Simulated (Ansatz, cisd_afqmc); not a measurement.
Species: GeTe, charge 0, singlet. A triplet may lie lower; no result for it is given here. GeTe (tellanylidenegermanium, SMILES [Ge]=[Te]).
B3LYP-D3(BJ)/def2-TZVP minimum from Ansatz (a first-principles code):
```xyz
2

Ge     0.0000     0.0000    -1.4601
Te     0.0000     0.0000     0.8985
```
Charge 0, spin multiplicity 1.

Total energies in def2-SVP, 10 correlated electrons, 23 frozen orbitals. Radicals and triplets start from unrestricted determinants; spin-orbit coupling is neglected. Cores are frozen in correlated methods (noble-gas shells, and filled d and f shells in the p block). Past Kr the def2 sets carry scalar-relativistic core potentials. AFQMC/CISD: phaseless, guided by CISD from CCSD amplitudes; bars are statistical, one sigma. Outlying blocks are dropped, and bars are widened where a walk drifts. Over all cases where full CI ran beside it in this data, AFQMC minus full CI had a median of +0.1 mEh and passed +0.4 mEh in a tenth of the cases. Spin-orbit terms, left out, reach several kcal/mol for Br and I, and more for heavier atoms. The T1 diagnostic of GeTe ([Ge]=[Te], singlet) reaches 0.034 in the sets run. The restricted determinant of GeTe ([Ge]=[Te], singlet) is unstable towards broken spin symmetry in at least one set run.

```csv
method,program,energy (Eh),minus CCSDTQ (mEh)
HF,Ansatz,-2342.13107,201.35
MP2,Ansatz,-2342.30214,30.28
CCSD,Ansatz,-2342.31923,13.19
CCSD(T),Ansatz,-2342.33043,1.99
CCSDT(Q),Ansatz,-2342.33257,-0.15
CCSDTQ,Ansatz,-2342.33242,0.00
AFQMC/CISD,cisd_afqmc,-2342.3315 ± 0.0004,0.9 ± 0.4
```

Rough core times of Ansatz's runs on a shared machine: CCSD(T) under 20 s, CCSDT(Q) 20 s, CCSDTQ 6 min.
